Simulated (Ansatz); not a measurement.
Input file for Ansatz (an electronic-structure program): R-BLYP/def2-TZVPP on disilazane (SMILES [SiH3]N[SiH3]), a point of a torsion scan.

Ansatz 0.2 input:
```yaml
crystal:
  periodic: [false, false, false]
  atoms:
    - {symbol: Si, position_ang: [1.40456990, 0.24566305, 0.36951911]}
    - {symbol: N, position_ang: [0.60596691, -0.15505772, -1.11360310]}
    - {symbol: Si, position_ang: [0.46442623, -1.66477120, -1.95021256]}
    - {symbol: H, position_ang: [2.37988278, -0.81015342, 0.61763016]}
    - {symbol: H, position_ang: [2.03423231, 1.55578100, 0.18387233]}
    - {symbol: H, position_ang: [0.44126268, 0.31598842, 1.47636227]}
    - {symbol: H, position_ang: [0.00259169, 0.57285971, -1.46193306]}
    - {symbol: H, position_ang: [-0.00832919, -1.33172785, -3.29508603]}
    - {symbol: H, position_ang: [-0.49185489, -2.56062756, -1.28699339]}
    - {symbol: H, position_ang: [1.78830427, -2.28242144, -1.97174454]}
basis:
  gaussian:
    orbitals: def2-TZVPP
hamiltonian:
  xc: {name: BLYP}
scf: {lower_state_search: off}
```

Output:

```
WARN ansatz: RAYON_NUM_THREADS=1 ignored (pool sized by the plan → 1); use --threads N
Functional definition: BLYP
these checks for a lower state are left out or cut short: stability, starts, cluster_reference, orbital_swaps, neighbouring_geometries, increment
integrals: 0.13 GiB planned
1144 factors; their error is unknown
mean field: 0.88 GiB planned
mean field evaluation 1: about -17349.2584 eV, gradient 7.6e1 eV
mean field evaluation 2: about -17301.9097 eV, gradient 1.4e2 eV
mean field evaluation 4: about -17360.3333 eV, gradient 5.2e0 eV
mean field evaluation 8: about -17360.4059 eV, gradient 8.7e-2 eV
mean field evaluation 16: about -17360.3719 eV, gradient 1.7e-5 eV
mean field -17360.37187271 eV, -637.9818990393 hartree, gradient 7.9e-6 eV, S^2 0.000000; 0 other end points of the search recorded, 0 dependent functions left out
reference -17360.37224730 eV, -637.9819128053 hartree; 21, 21 occupied and 192, 192 virtual orbitals, 1144 factors
Total energy: -17360.37224730 eV, -637.9819128053 hartree
Checks for a lower state left out: stability, starts, cluster_reference, orbital_swaps, neighbouring_geometries, increment
```

Self-consistency was reached.

Cost: around 2.1 core-seconds (rough).
